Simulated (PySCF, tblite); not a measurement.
Isomers of C6H5F3N2. Calculated harmonic vibrations of the isolated species, GFN2-xTB (tblite), most abundant isotopes, no scaling. Errors from tens to a few hundred cm⁻¹ against measured bands are possible. One conformer each.

Electronic energies: PBE0/pcSseg-1 single points on the GFN2-xTB geometries (PySCF, gas phase).

```
             SMILES  electronic energy, lowest = 0 (kJ/mol)
Cc1ccc(C(F)(F)F)nn1                                     0.7
  Cc1nnccc1C(F)(F)F                                     0.6
Cc1cc(C(F)(F)F)cnn1                                     0.0
```

How do GFN2-xTB zero-point energies change the relative energies?

```
             SMILES  ZPE (kJ/mol)  of it from modes above 1550 cm⁻¹  electronic (kJ/mol)  with ZPE, lowest = 0 (kJ/mol)  lowest mode (cm⁻¹)  rings
Cc1cc(C(F)(F)F)cnn1         272.7                             100.8                  0.0                            0.0                  11      1
  Cc1nnccc1C(F)(F)F         273.8                              91.5                  0.6                            1.7                  41      1
Cc1ccc(C(F)(F)F)nn1         272.6                              91.5                  0.7                            0.6                  12      1
```

The zero-point energies span 1.2 kJ/mol, from `Cc1ccc(C(F)(F)F)nn1` to `Cc1nnccc1C(F)(F)F`. The lowest isomer stays, but the order above it changes.

And how do the electronic energies of GFN2-xTB itself compare?

`Cc1cc(C(F)(F)F)cnn1` 1.6; `Cc1nnccc1C(F)(F)F` 0.0; `Cc1ccc(C(F)(F)F)nn1` 6.4 kJ/mol, lowest = 0. Against the energies above, taken from the same isomer `Cc1cc(C(F)(F)F)cnn1`, the largest difference is 4.1 kJ/mol.
